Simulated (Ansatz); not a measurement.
`C[Si](C)(Cl)Cl` + NH₃ → `C[Si](N)(Cl)Cl` + CH₄ at 700 K and 1 bar (ligand exchange at the Si–C bond).

Gas-phase electronic energies from Ansatz, PBE0-D4/def2-TZVP geometries. CCSD(T)/CBS is the MP2 limit (def2-TZVPP, def2-QZVPP) plus CCSD(T) − MP2 in def2-TZVPP, frozen cores. This one scheme is used for every species. Each species was taken in one conformer, which may not be the lowest.

```csv
species,CCSD(T)/CBS energy (Eh),H − E (kJ/mol),S (J/(mol·K))
`C[Si](C)(Cl)Cl`,-1288.49641,287.5,484.7
NH₃,-56.50880,116.9,226.5
`C[Si](N)(Cl)Cl`,-1304.56570,257.3,484.7
CH₄,-40.46206,145.9,224.0
```

H − E and S are ideal-gas, rigid-rotor, harmonic terms from PBE0-D4/def2-TZVP, for one conformer and one mirror image of each species. 1 Eh = 2625.50 kJ/mol, R = 8.31446 J/(mol·K).

By hand: ΔE, ΔH, ΔS and ΔG.

ΔE = (-1304.56570) + (-40.46206) − (-1288.49641) − (-56.50880) = -0.02255 Eh = -59.2 kJ/mol. Δ(H − E) = 257.3 + 145.9 − 287.5 − 116.9 = -1.2, so ΔH = -60.4 kJ/mol. ΔS = 484.7 + 224.0 − 484.7 − 226.5 = -2.5 J/(mol·K). ΔG = -60.4 − 700 × (-2.5)/1000 = -58.6 kJ/mol.

By hand: the equilibrium constant, and the temperature at which ΔG would vanish if ΔH and ΔS stayed fixed.

log₁₀ K = −ΔG/(RT ln 10) = 4.4. ΔG = 0 at ΔH/ΔS = 24160 K, far beyond where these terms or the molecules hold.

The number of gas molecules stays the same, so ΔS is small and ΔH decides. A doubt of 5 kJ/mol in ΔE shifts log₁₀ K by 0.4 here. Other conformers and mirror images would add mixing entropy, several J/(mol·K) or more a flexible species. These are equilibria of isolated gas molecules and say nothing of rates. Largest T1 diagnostic: 0.009 (customary marks: 0.02 for closed shells, 0.045 for open ones).
